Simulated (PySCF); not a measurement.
Isomers of C2H7ClSi2, one GFN2-xTB conformer each. Single-point energies are computed at PBE0/pcSseg-1 (PySCF, gas phase, no added dispersion term), electronic only.

Question: Rank them by PBE0/pcSseg-1 energy, lowest first (kcal/mol).
A. `[SiH3][C@]1(Cl)C[SiH2]1`
B. `[SiH3]/C(=C\[SiH3])Cl`

Answer: B (0.0), A (7.5).

As drawn, the lower has a C=C bond outside aromatic rings, which the higher lacks; the higher has a three-membered ring, which the lower lacks. GFN2-xTB itself gives, in the same order: 0.0, 15.3. Both levels put the same isomer lowest.

Question: Which frontier levels, dipoles and rotational constants go with these structures?

Answer: 
| SMILES | HOMO (eV, PBE0/pcSseg-1) | LUMO (eV) | dipole (D) | A, B, C (MHz) |
| --- | --- | --- | --- | --- |
| [SiH3]/C=C(\[SiH3])Cl | -7.69 | -1.23 | 1.28 | 3311, 1404, 1009 |
| [SiH3][C@]1(Cl)C[SiH2]1 | -6.91 | -0.32 | 2.03 | 2691, 2125, 1430 |
